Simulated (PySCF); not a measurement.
hydrogen sulfate (HO4S), SMILES S([O-])(O)(=O)=O, charge -1.

Geometry optimised at PBE0-D3(BJ)/def2-SVPD. One conformer was computed; it need not be the lowest.

Two levels are set side by side: PBE/def2-SVPD (PySCF) and r2SCAN/def2-SVPD (PySCF). Same geometry, gas phase. Differences are taken from unrounded values.

| quantity | r2SCAN |
|---|---|
| orbital gap (eV) | 5.48 |
| highest occupied level (eV) | -1.37 |
| lowest empty level (eV) | 4.11 |
| mean polarisability (bohr³) | 43.4 |

What does PBE give, and how far is it from r2SCAN? (Estimate from the structure and the level; the computed values follow.)


```
quantity                       PBE  PBE minus r2SCAN
---------------------------  -----  ----------------
orbital gap (eV)              4.49             -0.99
highest occupied level (eV)  -1.03              0.34
lowest empty level (eV)       3.46             -0.65
mean polarisability (bohr³)   46.1               2.7
```

Rough cost on one machine, each run with all the roots and properties that it gave: r2SCAN against PBE about 4 times.
